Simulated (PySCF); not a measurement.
**CH4FPSi**

The system: CH4FPSi, a carbene (divalent C1, bonded to 1 F + 1 P); neutral, singlet. The structure, one conformer, was relaxed in the gas phase by PBE0-D3(BJ)/def2-SVP. No frequency run checks that it is a minimum.

The lowest triplet lies only 0.85 eV up at this geometry (Tamm-Dancoff CAM-B3LYP/def2-SVPD) and falls further when it relaxes, so it may lie near or below this singlet. Shieldings at and next to the centre that carries it rest on this small gap and are unreliable.

SMILES: F[C]P[SiH3]

```xyz
8

C     1.306    0.585   -1.645
F     2.251    0.194   -0.817
P    -0.158    1.080   -0.708
Si   -0.497   -0.439    0.937
H    -1.135    0.781   -1.690
H     0.390   -0.059    2.071
H    -0.181   -1.823    0.481
H    -1.930   -0.348    1.344
```
Atom numbers follow the order of the file, from 1.

Shieldings: GIAO PBE0/pcSseg-2. Shifts are against computed references at the same level: C TMS (σ 184.1 ppm), H TMS (σ 31.24 ppm), Si TMS (σ 341.3 ppm). Core levels by delta-SCF with SCAN, pcX-2 on the ionised atom and pcseg-1 elsewhere, spin-free X2C (2p3/2 is the spin-free 2p value less a third of a first-order spin-orbit splitting); from the vacuum level, for chosen atoms.

Task: Give the shieldings and core levels atom by atom.

Result: 
| atoms | bonded to | σ (ppm) | δ (ppm) | core level (eV) |
| --- | --- | --- | --- | --- |
| C1 | 1 F + 1 P | -557.4 | 741.5 | - |
| F2 | 1 C | -378.4 | - | 1s 693.51 |
| P3 | 1 C + 1 Si + 1 H | 260.1 | - | 2p3/2 136.71 |
| Si4 | 1 P + 3 H | 439.0 | -97.7 | 2p3/2 107.36 |
| H5 | 1 P | 23.19 | 8.05 | - |
| H6 H7 H8 | 1 Si | 27.22 | 4.02 | - |

Values are those of this one static structure, with the three H of a rotating XH3 group averaged; atoms that internal rotation interchanges would show their mean in an NMR spectrum.

Core levels of C1 are left out, their hole states being strongly spin-contaminated.

Task: By CAM-B3LYP/def2-SVPD (TDDFT singlets, Tamm-Dancoff triplets, ionisation by delta-SCF), where does absorption start, and what does vertical ionisation take?

Result: The lowest singlet lies at 2.10 eV (f 0.001), the strongest of the first 6 at 5.47 eV (f 0.141), the lowest triplet at 0.85 eV; vertical ionisation takes 8.64 eV.
